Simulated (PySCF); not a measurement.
Gas-phase reaction: SnF2 + SF2 ⇌ SnS + 4 F, at 500 K and a standard pressure of 1 bar. Level: PBE0/def2-QZVP†.

Method: PySCF energies plus ideal-gas RRHO corrections (1 bar). † marks an energy on the PBE0/def2-TZVP geometry and frequencies. Open shells (unrestricted): F (multiplicity 2, electronic degeneracy 6); the rest are closed-shell singlets. Spin-orbit splitting is ignored; it lowers the true energy and changes the entropy of F. Sn: scalar-relativistic def2 core potential, no spin-orbit coupling. The harmonic model lacks anharmonicity and excited electronic states, which grow with temperature; levels with a mode under 35 cm⁻¹ are left out.

```csv
species,E (Ha),H(500 K) − E (kJ/mol),S°(500 K) (J/mol/K)
SnF2,-413.99869,31.2,309.0
SF2,-597.62596,33.2,282.4
SnS,-612.42895,19.4,261.5
F,-99.68127,10.4,171.2
```
E: electronic energy; H − E holds the zero-point and thermal terms. 1 Ha = 2625.5 kJ/mol.

### Question
Work out ΔH°, ΔS°, ΔG° and log10 K from these numbers.

### Answer
1. ΔE = 1×(-612.42895) + 4×(-99.68127) − 1×(-413.99869) − 1×(-597.62596) = 0.47062 Ha = 1235.6 kJ.
2. Δ(H − E) = 1×(19.4) + 4×(10.4) − 1×(31.2) − 1×(33.2) = -3.4 kJ, so ΔH° = 1232.2 kJ.
3. ΔS° = 1×(261.5) + 4×(171.2) − 1×(309.0) − 1×(282.4) = 354.9 J/K; the number of gas molecules changes by +3.
4. ΔG° = ΔH° − TΔS° = 1232.2 − 500×(354.9)/1000 = 1054.8 kJ.
5. log10 K = −ΔG°/(RT ln 10) = -110.22, with RT ln 10 = 9.57 kJ/mol; at standard pressures the reactants are favoured.
6. A shift of 10 kJ in ΔE would move log10 K by 1.04 here.
For scale, ΔH°(298 K) is 1229 kJ at this level, 1265 kJ at ωB97M-V/def2-TZVP†, and runs from 705 to 1599 kJ over the 18 levels computed.
